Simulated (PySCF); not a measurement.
# Spinor energies of Ar⁺ (argon, charge +1)

Start: [Ne] 3s2 3p5; 3p1/2 filled at m_j = -1/2, +1/2; 3p3/2 filled at m_j = -1/2, +1/2, +3/2. Calculated with PySCF 2.14 in an uncontracted even-tempered set (19 s from 0.026 bohr⁻², ratio 2.8; 13 p from 0.034 bohr⁻², ratio 2.8; 5 d from 1 bohr⁻², ratio 3): generalised Hartree-Fock with the X2C-1e Hamiltonian and a Gaussian nucleus; one run each with spin-orbit coupling (SO) switched off, then screened by Boettger's factors.

```
spinor shell  electrons  ε, spin-free (eV)  ε, screened SO (eV)  weight of nominal j (screened SO)  rms radius, screened SO (bohr)
       1s1/2          2            -3254.9              -3254.8                              1.000                          0.0991
       2s1/2          2            -351.68              -351.65                              1.000                           0.446
       2p1/2          2            -274.50              -276.27                              0.993                           0.415
       3s1/2          2            -46.846              -46.837                              1.000                            1.48
       3p1/2          2            -28.455              -28.497                              0.636                            1.69
       3p3/2          3            -28.455              -28.439                              0.757                            1.69
```

Question: Where does 2p3/2 lie, and what is the 2p spin-orbit splitting (screened SO)?

Answer: At -273.60 eV, 2.667 eV above 2p1/2.

```csv
quantity,spin-free,screened SO
E (hartree),-528.07592,-528.07996
M_J,3/2,3/2
⟨J²⟩,3.756,3.756
⟨L²⟩,2.004,2.004
⟨S²⟩,0.752,0.752
```

Each row is a mean over spinors that exchange with the open shell spreads, by up to 3.848 eV (3s1/2).

Rows whose weight is well below 1 are mixtures of j = l ± 1/2: exchange outweighs spin-orbit coupling there, and the label is only the starting occupation.

Without spin-orbit coupling the j labels of p, d and f shells carry no meaning; the spin-free column gives the mean over the occupied spinors of each nl shell.
